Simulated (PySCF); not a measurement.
Compound: [PtMe6]2-, C₆H₁₈Pt (charge -2 and singlet state).
Bonds: Pt1–C2, Pt1–C6, Pt1–C10, Pt1–C14, Pt1–C18, Pt1–C22. Hydrogens: H3, H4, H5 on C2; H7, H8, H9 on C6; H11, H12, H13 on C10; H15, H16, H17 on C14; H19, H20, H21 on C18; H23, H24, H25 on C22.
The ion is multiply charged and has no counter-ions or solvent; whether it holds all its electrons wasn't checked.

Method: PySCF, PBE0-D3(BJ)/def2-SVP geometry optimisation, gas phase, def2 core potentials past Kr; density fitting, grid level 1; the optimiser is geomeTRIC in internal coordinates, started from a GFN2-xTB structure with every atom displaced at random (about 0.03 Å).

The end geometry, which sets the zero of energy:
```
atom  x, y, z in Å
Pt1    -0.0055   -0.0029   -0.0017
C2     -0.0028   -0.0175    2.1310
H3      0.6931    0.7436    2.5466
H4      0.3156   -0.9980    2.5483
H5     -1.0041    0.2011    2.5634
C6     -0.0087    0.0159   -2.1342
H7     -0.3794    0.9795   -2.5475
H8     -0.6625   -0.7794   -2.5542
H9      1.0032   -0.1457   -2.5667
C10     2.1268   -0.0116    0.0097
H11     2.5402   -0.7183   -0.7427
H12     2.5460   -0.3160    0.9937
H13     2.5591    0.9863   -0.2243
C14    -2.1380    0.0070   -0.0144
H15    -2.5732   -0.9855    0.2363
H16    -2.5548    0.2953   -1.0044
H17    -2.5520    0.7285    0.7237
C18    -0.0050    2.1301   -0.0033
H19     0.2597    2.5574    0.9889
H20    -0.9949    2.5559   -0.2784
H21     0.7288    2.5425   -0.7301
C22     0.0003   -2.1345    0.0039
H23    -0.7778   -2.5480    0.6824
H24     0.9714   -2.5539    0.3467
H25    -0.1954   -2.5679   -1.0016
```

**Question.** These geometries come from the run, each turned onto the end geometry. Order them by energy, lowest first.
A.
```
atom  x, y, z in Å
Pt1    -0.0074   -0.0080   -0.0004
C2     -0.0077   -0.0172    2.1382
H3      0.7006    0.7447    2.5418
H4      0.3234   -0.9911    2.5619
H5     -1.0064    0.2127    2.5706
C6     -0.0126    0.0194   -2.1388
H7     -0.3714    0.9909   -2.5462
H8     -0.6587   -0.7822   -2.5640
H9      1.0078   -0.1468   -2.5571
C10     2.1315   -0.0198    0.0037
H11     2.5447   -0.7237   -0.7549
H12     2.5652   -0.3245    0.9824
H13     2.5518    0.9790   -0.2406
C14    -2.1462    0.0128   -0.0211
H15    -2.5804   -0.9788    0.2234
H16    -2.5381    0.3059   -1.0192
H17    -2.5451    0.7474    0.7115
C18    -0.0200    2.1356    0.0102
H19     0.2476    2.5584    1.0043
H20    -1.0101    2.5532   -0.2673
H21     0.7083    2.5443   -0.7232
C22     0.0041   -2.1552    0.0073
H23    -0.7775   -2.5473    0.6959
H24     0.9823   -2.5607    0.3529
H25    -0.1957   -2.5852   -1.0008
```
B.
```
atom  x, y, z in Å
Pt1     0.0615   -0.0774    0.0119
C2     -0.0107   -0.0179    2.1637
H3      0.6720    0.6986    2.5704
H4      0.3661   -0.9773    2.5894
H5     -0.9733    0.2456    2.5815
C6     -0.0223    0.0277   -2.1790
H7     -0.3385    0.9607   -2.5903
H8     -0.6197   -0.7438   -2.6172
H9      0.9749   -0.1401   -2.5627
C10     2.1628   -0.0346    0.0415
H11     2.5665   -0.7244   -0.7109
H12     2.6083   -0.3470    0.9968
H13     2.5415    0.9835   -0.2273
C14    -2.2206    0.0289    0.0103
H15    -2.6351   -0.9833    0.2449
H16    -2.5959    0.3392   -0.9661
H17    -2.5890    0.7732    0.7012
C18    -0.0213    2.1872    0.0044
H19     0.2386    2.5910    0.9720
H20    -1.0371    2.6229   -0.2928
H21     0.6934    2.5913   -0.7458
C22     0.0207   -2.2330   -0.0146
H23    -0.7277   -2.5602    0.6385
H24     0.9477   -2.5903    0.3083
H25    -0.1728   -2.6569   -0.9576
```
C.
```
atom  x, y, z in Å
Pt1     0.0013   -0.0271    0.0028
C2     -0.0098   -0.0365    2.1230
H3      0.7044    0.7174    2.5230
H4      0.3388   -1.0098    2.5374
H5     -1.0031    0.2023    2.5516
C6     -0.0293    0.0323   -2.1205
H7     -0.3766    1.0073   -2.5168
H8     -0.6663   -0.7693   -2.5496
H9      0.9961   -0.1350   -2.5220
C10     2.1123    0.0077    0.0183
H11     2.5338   -0.6873   -0.7420
H12     2.5515   -0.2937    0.9937
H13     2.5002    1.0167   -0.2333
C14    -2.1355    0.0016   -0.0200
H15    -2.5512   -0.9986    0.2185
H16    -2.5086    0.2985   -1.0219
H17    -2.5211    0.7444    0.7056
C18     0.0005    2.0970   -0.0060
H19     0.2730    2.5129    0.9855
H20    -0.9853    2.5196   -0.2925
H21     0.7301    2.4814   -0.7513
C22    -0.0126   -2.1400    0.0126
H23    -0.8007   -2.4901    0.7055
H24     0.9656   -2.5261    0.3600
H25    -0.2174   -2.5619   -0.9912
```

**Answer.** A (0.011 eV), C (0.055 eV), B (0.783 eV).

In the order of the answer:

| step | E above end (eV) | largest force (eV/Å) | rms force component (eV/Å) | rms distance from end (Å) | rms bond change (Å) | bond most changed (Å) |
| --- | --- | --- | --- | --- | --- | --- |
| 2 | 0.011 | 0.23 | 0.068 | 0.016 | 0.005 | Pt1–C22 +0.016 |
| 1 | 0.055 | 0.77 | 0.148 | 0.038 | 0.007 | Pt1–C10 -0.021 |
| 0 | 0.783 | 3.25 | 0.922 | 0.067 | 0.054 | Pt1–C14 +0.152 |

The cost below is that of the whole optimisation. Time: 6.8 min; peak memory 1.0 GiB. Hardware: Intel Xeon at 2.50 GHz, one thread, shared host with 64 logical CPUs at a one-minute load of 51.
